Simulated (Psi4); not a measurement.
sulfur dioxide (O$_{2}$S), singlet, at a GFN2-xTB geometry.

The Psi4 input:
```
memory 2 GB

molecule {
0 1
S     0.01393578   -0.00400644    0.37782868
O    -0.03321683    1.22242899   -0.36419754
O     0.00534526   -1.21441610   -0.39145982
}

set {
  basis aug-cc-pvdz
  scf_type pk
  puream true
  d_convergence 1e-8
  dft_radial_points 99
  dft_spherical_points 590
}

energy('b3lyp5')
print_variables()
```

Task: Give the total energy at the level B3LYP5/aug-cc-pVDZ run with Psi4.

Result: -548.5045 Eh

Task: Estimate the dipole moment that B3LYP5/aug-cc-pVDZ returns for this input.

Result: 1.85 D
